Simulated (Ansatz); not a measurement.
Mulliken charges of `[NH2][Ta]([NH2])(=[O])[Cl]` from B3LYP/def2-TZVPP in Ansatz (PBE0-D4/def2-TZVP geometry).

| atom | x (Å) | y (Å) | z (Å) | charge (e) |
| --- | --- | --- | --- | --- |
| N1 | -1.141 | 1.237 | -0.171 | -0.420 |
| Ta2 | 0.553 | 0.228 | -0.233 | 0.924 |
| N3 | 0.336 | -1.623 | 0.412 | -0.420 |
| O4 | 0.984 | 0.114 | -1.887 | -0.400 |
| Cl5 | 2.183 | 1.326 | 1.024 | -0.306 |
| H6 | -1.705 | 1.390 | 0.653 | 0.144 |
| H7 | -1.604 | 1.618 | -0.983 | 0.167 |
| H8 | 0.492 | -2.443 | -0.155 | 0.167 |
| H9 | -0.010 | -1.893 | 1.322 | 0.144 |

By hand: the dipole of these point charges (1 e Å = 4.8032 D).

Σ q r = (-0.645, -0.289, 0.219) e Å, of length 0.740 e Å = 3.55 D.

How does the dipole of the full density compare? (Estimate.)

Computed: (-0.726, -0.282, 0.455) e Å, 4.33 D; the point charges give 0.82 times that, at 13° from its direction.

Point charges leave out the atoms' own dipoles, such as those of lone pairs, and Mulliken's split depends on the basis, so the two needn't agree.

B3LYP here is the variant with VWN-RPA as its local correlation; programs differ in this.
